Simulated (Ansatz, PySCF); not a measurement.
Input for Ansatz (a quantum-chemistry and plane-wave program):
Ansatz 0.2 input:
```yaml
crystal:
  periodic: [false, false, false]
  atoms:
    - {symbol: Si, position_ang: [-1.40329534, -0.53462063, 0.03897477]}
    - {symbol: As, position_ang: [0.72861432, 0.32423351, -0.02335434]}
    - {symbol: H, position_ang: [-1.67313328, -1.31833068, 1.25215617]}
    - {symbol: H, position_ang: [-2.36838393, 0.56910308, 0.00592110]}
    - {symbol: H, position_ang: [-1.70511391, -1.41474898, -1.09857261]}
    - {symbol: H, position_ang: [1.34849332, -1.05104054, 0.06554169]}
basis:
  gaussian:
    orbitals: def2-SVP
hamiltonian:
  xc: revpbe
magnetization: {spin_polarized: true, initial_magnetization: 1}
accuracy: high
```

**Question.** Give the equivalent PySCF input.

**Answer.** Several could match; the one computed here: 
```python
from pyscf import gto, scf, dft

mol = gto.Mole()
mol.atom = '''
    Si   -1.403295   -0.534621    0.038975
    As    0.728614    0.324234   -0.023354
    H    -1.673133   -1.318331    1.252156
    H    -2.368384    0.569103    0.005921
    H    -1.705114   -1.414749   -1.098573
    H     1.348493   -1.051041    0.065542
'''
mol.basis = 'def2-svp'
mol.charge = 0
mol.spin = 1
mol.verbose = 4
mol.build()

mf = dft.UKS(mol)
mf.xc = 'revpbe'
mf.grids.atom_grid = (99, 590)
mf.grids.prune = None
mf.kernel()
```

Both were run: Ansatz gave -2527.132500 Eh and PySCF -2527.132499 Eh, 0.001 mEh apart.
